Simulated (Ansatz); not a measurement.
Total energies of `CC(C)[O][Al]([CH3])[F]`.

```xyz
17

C    -2.210   -0.790    0.114
C    -0.974   -0.413   -0.677
C    -1.143    0.908   -1.404
O     0.124   -0.365    0.204
Al    1.737    0.095    0.180
C     2.823    0.024    1.774
F     2.400    0.611   -1.247
H    -2.427   -0.021    0.861
H    -3.077   -0.890   -0.543
H    -2.056   -1.737    0.634
H    -0.787   -1.198   -1.424
H    -1.335    1.710   -0.685
H    -0.245    1.156   -1.974
H    -1.986    0.865   -2.099
H     3.731   -0.561    1.605
H     3.144    1.026    2.071
H     2.278   -0.419    2.610
```

Charge 0, multiplicity 1. The structure was optimised at the PBE0-D4/def2-TZVP level. It is one conformer, not always the lowest. Basis def2-TZVPP, Ansatz 0.2.0.

RPA on PBE orbitals: Hartree–Fock energy of these orbitals -573.73571 Eh, correlation -2.04996 Eh (frozen core).

| functional | energy without D4 (Eh) | D4 term (kJ/mol) |
| --- | --- | --- |
| PBE | -575.69330 | -32.7 |
| revPBE | -576.06367 | -102.7 |
| r2SCAN | -576.03407 | -8.7 |
| B97M-V | -576.12597 | – |
| PBE0 | -575.74695 | -27.8 |
| r2SCAN0 | -575.99282 | -10.1 |
| BHLYP | -576.06734 | -38.3 |
| CAM-B3LYP | -576.10868 | -28.1 |
| B2PLYP | -575.87086 | – |
| PBE-QIDH | -575.62205 | – |

Problem. Give the same for LDA (SPW92), BLYP, B3LYP, r2SCANh, HSE06 (plane-wave form), LC-ωPBE, ωB97X-V, ωB97M-V. (Estimate.)

Solution. Computed: 
| functional | energy without D4 (Eh) | D4 term (kJ/mol) |
| --- | --- | --- |
| LDA (SPW92) | -572.50481 | – |
| BLYP | -576.12501 | -71.4 |
| B3LYP | -576.27194 | -52.0 |
| r2SCANh | -576.01696 | -9.2 |
| HSE06 (plane-wave form) | -575.72328 | -25.9 |
| LC-ωPBE | -575.96172 | – |
| ωB97X-V | -576.09495 | – |
| ωB97M-V | -576.08394 | – |

B3LYP takes the VWN-RPA correlation (the form of Gaussian; ORCA's B3LYP/G). HSE06 is the plane-wave form, built on full-range PBE exchange. The double hybrids freeze the cores in their second-order part.

LC-ωPBE has ω = 0.4 bohr⁻¹.
